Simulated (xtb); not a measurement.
xtb input (GFN2-xTB):

```bash
xtb mol.xyz --gfn 2 --ohess tight --chrg -1 --uhf 0
```
mol.xyz:
```
13

Si    -0.30066874     0.03622386     0.16703551
C      1.53121909    -0.28128403    -0.12812055
N     -0.94579077    -1.03592452     1.45731250
N     -1.21754357    -0.28028820    -1.35939040
N     -0.57386901     1.74271660     0.63470167
H      1.90787080     0.36015111    -0.87837109
H      2.07278400    -0.12311718     0.86925153
H      1.62174003    -1.31889413    -0.43266699
H     -0.71703242    -1.99864572     1.11483150
H     -2.20217597    -0.10271578    -1.17578448
H     -1.08187961    -1.25498604    -1.57759170
H     -0.00037244     1.92622851     1.51065198
H     -0.15238068     2.37958359    -0.08725246
```

End of the output:

```
optimized geometry written to: xtbopt.xyz

           -------------------------------------------------
          | TOTAL ENERGY              -16.905489260037 Eh   |
          | TOTAL ENTHALPY            -16.794365116600 Eh   |
          | TOTAL FREE ENERGY         -16.836250626528 Eh   |
          | GRADIENT NORM               0.000237020896 Eh/α |
          | HOMO-LUMO GAP               6.281679456076 eV   |
           -------------------------------------------------

------------------------------------------------------------------------
------------------------------------------------------------------------
 total:
 SCF:
 ANC optimizer:
 analytical hessian:
```

It need not be the lowest isomer of its formula. Whether it binds its extra electron was not tested at this geometry.
